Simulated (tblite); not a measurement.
C₅H₁₄GeSSi.
Atom-mapped SMILES: `[CH3:1]/[CH:2]=[CH:3]/[CH2:4][SiH2:5][S:6][CH2:7][GeH3:8]` (hydrogens: H9, H10, H11 on C1; H12 on C2; H13 on C3; H14, H15 on C4; H16, H17 on Si5; H18, H19 on C7; H20, H21, H22 on Ge8)

Computed with GFN2-xTB (tblite), gas phase: L-BFGS steps from a force-field or distance-geometry start until the largest atomic force falls under 0.01 eV/Å.

At the end of the run (lengths in Å): Ge8–H21 1.489, Ge8–H22 1.493, Ge8–H20 1.497, C7–H18 1.088, C1–C2 1.493, C1–H10 1.090, S6–C7 1.826, Si5–S6–C7 100.5°, C2–C3–C4 124.7°, C3–C4–Si5 109.7°, S6–C7–Ge8 111.9°, C1–C2–C3–C4 -179°, C2–C3–C4–Si5 108°, C3–C4–Si5–S6 -174°, H9–C1–C2–C3 1°, H12–C2–C1–H9 180°.

Question: These geometries were met on the way; a selection of coordinates is given. Order them by energy above the end point, lowest first.
A. Ge8–H21 1.491, Ge8–H22 1.487, Ge8–H20 1.492, C7–H18 1.089, C1–C2 1.497, C1–H10 1.091, S6–C7 1.819, Si5–S6–C7 107.0°, C2–C3–C4 121.3°, C3–C4–Si5 113.1°, S6–C7–Ge8 112.2°, C1–C2–C3–C4 180°, C2–C3–C4–Si5 117°, C3–C4–Si5–S6 -161°, H9–C1–C2–C3 -55°, H12–C2–C1–H9 125°
B. Ge8–H21 1.491, Ge8–H22 1.495, Ge8–H20 1.500, C7–H18 1.090, C1–C2 1.496, C1–H10 1.088, S6–C7 1.834, Si5–S6–C7 100.3°, C2–C3–C4 124.3°, C3–C4–Si5 111.5°, S6–C7–Ge8 108.1°, C1–C2–C3–C4 -177°, C2–C3–C4–Si5 109°, C3–C4–Si5–S6 -169°, H9–C1–C2–C3 -34°, H12–C2–C1–H9 148°
C. Ge8–H21 1.516, Ge8–H22 1.524, Ge8–H20 1.521, C7–H18 1.076, C1–C2 1.500, C1–H10 1.076, S6–C7 1.843, Si5–S6–C7 110.8°, C2–C3–C4 118.6°, C3–C4–Si5 111.3°, S6–C7–Ge8 108.3°, C1–C2–C3–C4 180°, C2–C3–C4–Si5 119°, C3–C4–Si5–S6 -164°, H9–C1–C2–C3 -55°, H12–C2–C1–H9 125°
D. Ge8–H21 1.553, Ge8–H22 1.553, Ge8–H20 1.544, C7–H18 1.134, C1–C2 1.455, C1–H10 1.125, S6–C7 1.792, Si5–S6–C7 114.3°, C2–C3–C4 117.6°, C3–C4–Si5 111.4°, S6–C7–Ge8 108.6°, C1–C2–C3–C4 180°, C2–C3–C4–Si5 120°, C3–C4–Si5–S6 -165°, H9–C1–C2–C3 -57°, H12–C2–C1–H9 125°
E. Ge8–H21 1.495, Ge8–H22 1.495, Ge8–H20 1.500, C7–H18 1.088, C1–C2 1.499, C1–H10 1.087, S6–C7 1.823, Si5–S6–C7 101.1°, C2–C3–C4 124.5°, C3–C4–Si5 114.1°, S6–C7–Ge8 112.7°, C1–C2–C3–C4 179°, C2–C3–C4–Si5 114°, C3–C4–Si5–S6 -159°, H9–C1–C2–C3 -50°, H12–C2–C1–H9 129°

Answer: B (0.077 eV), E (0.128 eV), A (0.210 eV), C (0.348 eV), D (0.656 eV).

| step | E above end (eV) | rms distance from the end, all atoms (Å) | largest force (eV/Å) | rms shift of all bonds from the end (Å) |
| --- | --- | --- | --- | --- |
| 62 | 0.077 | 0.600 | 0.157 | 0.004 |
| 33 | 0.128 | 0.700 | 0.117 | 0.004 |
| 7 | 0.210 | 0.737 | 0.243 | 0.005 |
| 2 | 0.348 | 0.741 | 0.744 | 0.014 |
| 0 | 0.656 | 0.743 | 2.273 | 0.032 |

Rows stand in the order of the answer.
